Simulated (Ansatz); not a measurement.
`[CH3][GeH2][O]C=O` + `C#CC=O` → `CC#CC=O` + `O=C[O][GeH3]`  (formal exchange of groups at a C–Ge bond)

Program: Ansatz. Geometries: PBE0-D4/def2-TZVP. ΔE: electronic, gas phase. CBS: MP2 limit from def2 TZ/QZ plus the TZ coupled-cluster correction, frozen cores. Functionals use def2-TZVPP. For Ge outer-core shells are correlated without core-valence functions, which leaves a few kJ/mol of doubt a bond. Scalar relativity is left out up to krypton. One conformer a species, not always the lowest.

```tsv
level	ΔE (kJ/mol)
LC-ωPBE	3.4
HF/def2-TZVPP	2.9
```

Q: What does CCSD(T)/CBS give? (Best estimate.)

A: The calculation gave: +14.7 kJ/mol. The listed levels differ from it by -11.3, -11.8 kJ/mol.

Largest T1 diagnostic among the species: 0.016.

The D4 term adds +3.8 kJ/mol with B3LYP and +2.1 kJ/mol with PBE0; it sums over pairs of atoms, weighted by their polarisabilities, and B3LYP, whose exchange is more repulsive, gets the larger term. Leaving LDA and LC-ωPBE aside and taking each functional with its dispersion term where it has one, the values, not all of them listed here, spread over 10.3 kJ/mol, from B97M-V to ωB97M-V. LDA lies −5.6 kJ/mol from PBE without D4. In def2-TZVPP, CCSD(T) changes the Hartree–Fock value by +11.7 kJ/mol (the triples alone add +0.7 kJ/mol) and MP2 by +11.5 kJ/mol.

B3LYP here is the variant with VWN-RPA as its local correlation; programs differ in this.
